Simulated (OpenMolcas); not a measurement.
A run on W3+ among 6 point charges of -1.1 e arranged as a tetragonal octahedron (D4h), 2.05 Å from the ion, with the axial distance 2.316 Å.
```
   2.0500    0.0000    0.0000  -1.10
   0.0000    2.0500    0.0000  -1.10
  -2.0500    0.0000    0.0000  -1.10
   0.0000   -2.0500    0.0000  -1.10
   0.0000    0.0000    2.3165  -1.10
   0.0000    0.0000   -2.3165  -1.10
```

```yaml
Program: OpenMolcas 26.06
Method: CASSCF
Basis: ANO-RCC-VTZP [8s7p5d3f2g1h]
Scalar_Hamiltonian: DKH2, point nucleus
Active_space: 3 electrons in 5 orbitals (5d)
State_averaging: 2S+1 = 4 even, 10 roots; 2S+1 = 2 even, 40 roots
Spin-orbit_coupling: state interaction with AMFI integrals over the reference wave functions
```

104 basis functions. Blocks (2S+1, parity, CSFs, roots kept): 4, even, 10, 10; 2, even, 40, 40.

Task: How long do the RASSCF and RASSI steps take on 1 thread of Arm Neoverse V1 (shared host)?

Result: About 17 s of wall time, without the integral step.
